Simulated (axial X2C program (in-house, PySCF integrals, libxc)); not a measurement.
**Low determinants of GeN⁺ at the PBE0 level, two-component**

All values were computed with an axial X2C code built on PySCF integrals. Two-component (2c) means X2C with spin–orbit coupling and atomic mean-field two-electron Coulomb and Gaunt terms. Basis: Ge dyall-cv3z [9s9p7d4f1g], N dyall-av3z [7s7p3d2f] (cores contracted in-house); Gaussian nuclei, density fitting, unrestricted open shells. Masses: Ge 73.921 u, N 14.003 u.

Search at 1.905 Å (vertical energies from the lowest determinant):

```csv
ΔE (eV),state,electrons beyond evenly filled partner blocks,"electrons in ±ω = 1/2, 3/2, 5/2, 7/2"
0.00,Ω = 1,"ω = -1/2, ω = 3/2",27 9 2 0
0.59,Ω = 2,"ω = 1/2, ω = 3/2",27 9 2 0
1.14,Ω = 1,2 × ω = 1/2,26 10 2 0
1.41,Ω = 0,none,28 8 2 0
1.44,Ω = 0,none,26 10 2 0
2.54,Ω = 3,2 × ω = 3/2,26 10 2 0
3.45,Ω = 0,"3 × ω = 1/2, ω = -3/2",27 9 2 0
```

Lowest determinant, Ω = 1 (⟨Sz⟩ = 1.00, ⟨Lz⟩ = 0.00 at PBE0): Re = 1.899 Å, ωe = 643.9 cm⁻¹.

The determinant in row 2 of the search, Ω = 2 (⟨Sz⟩ = 1.00, ⟨Lz⟩ = 1.00 at PBE0), was followed along the bond at PBE0; measured from the minimum of the lowest determinant it gives:

Te = 0.448 eV (3611 cm⁻¹), Re = 1.778 Å, ωe = 727.5 cm⁻¹.

**Question.** Compare the bond of the determinant in row 2 with that of the lowest one.

**Answer.** At PBE0 its Re is 0.121 Å shorter and its force constant, which goes as ωe², is 1.28 times that of the lowest determinant. T0 ≈ Te + Δωe/2 = 3611 + (42) = 3653 cm⁻¹.

The search compares states at one distance, so a state with another bond length can lie lower; it is not exhaustive and yields mostly the lowest determinant of each block pattern, so other components and higher states of one pattern are missing. These are energies of single determinants, not of spin-adapted states; PBE0 term energies can be off by some tenths of an eV, and the functional has no current term. Open-shell Ω = 0 determinants with evenly filled partner blocks cannot be reached by this program, so the Ω shown need not be the lowest component.
